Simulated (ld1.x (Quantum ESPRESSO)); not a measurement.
**Sn (Z = 50): PAW pseudisation with LDA (PZ), scalar-relativistic reference atom.**

ld1.x (Quantum ESPRESSO) 7.5 input, shortened:

```
&input
   title='Sn', zed=50., rel=1, dft='PZ', iswitch=3,
   config='[Kr] 4d10 5s1.5 5p2.5'
 /
 &inputp
   pseudotype=3, lpaw=.true., tm=.true., lloc=-2, rcloc=1.55,
   nlcc=.true., new_core_ps=.true., rcore=1.75,
   which_augfun='BESSEL', rmatch_augfun=1.45
 /
6
5S  1  0   1.50   0.00  1.50  2.05  0.0
5S  1  0   0.00   1.00  1.50  2.05  0.0
5P  2  1   2.50   0.00  1.95  2.45  0.0
5P  2  1   0.00  -0.35  1.95  2.45  0.0
4D  3  2  10.00   0.00  1.70  1.80  0.0
4D  3  2   0.00   1.35  1.70  1.80  0.0
 &test
   configts(1)='4d10 5s1.5 5p2.5'
 /
```

* Cutoffs needed: 35 Ry and 60 Ry (the cutoffs (Ry, on a coarse ladder) from which the occupation-weighted sum of valence levels, in a spherical-Bessel basis at the reference potential, stays within 10 and 1 mRy of its value at 400 Ry)
* Ghost test: no extra level below or beside the all-electron valence levels (s, p, d, f tested) (spherical-Bessel basis up to 400 Ry, 20 bohr box)
* Largest excitation error: -61 meV (all-electron minus pseudo) for 4d9 5s2 5p3, out of 7 test configurations
* Lowest eigenvalue of the overlap operator: 0.11 (d channel)
